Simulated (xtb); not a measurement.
Harmonic IR lines of one isomer of C5H6BNO, unscaled. Calculation: GFN2-xTB (xtb).

```
wavenumber (cm⁻¹)  relative intensity
-----------------  ------------------
418                               3.6
574                                48
763                               5.5
789                                23
825                                45
875                               4.3
1089                               32
1142                               14
1226                              4.6
1255                               29
1285                               38
1300                              4.3
1403                               88
1435                               10
1568                              100
2646                               44
2700                               33
3056                              7.6
3075                              6.6
3099                               13
3458                               16
```

Task: Identify which structure gives these lines.
A) `Bc1cnccc1O`
B) `Bc1cc(O)ccn1`
C) `Bc1ncccc1O`
D) `Bc1cccnc1O`

Result: D, `Bc1cccnc1O`
